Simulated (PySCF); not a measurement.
**C$_{2}$H$_{3}$N, SMILES `[C-]#[N+]C` (charge 0, multiplicity 1)**

Calculation: PySCF with PBE0-D3(BJ)/def2-TZVP.

```
Quantity                         Value
-------------  -----------------------
HOMO                          -8.69 eV
dipole moment                   3.89 D
HOMO–LUMO gap                  9.42 eV
LUMO                           0.73 eV
total energy               -3608.38 eV
cost           roughly 11 core-seconds
```

```xyz
6

C      2.0941    -0.0378     0.0510
N      0.9306    -0.0168     0.0227
C     -0.4782     0.0086    -0.0117
H     -0.8208     0.9219    -0.4999
H     -0.8745    -0.0226     1.0041
H     -0.8512    -0.8534    -0.5663
```
Charge 0, spin multiplicity 1.
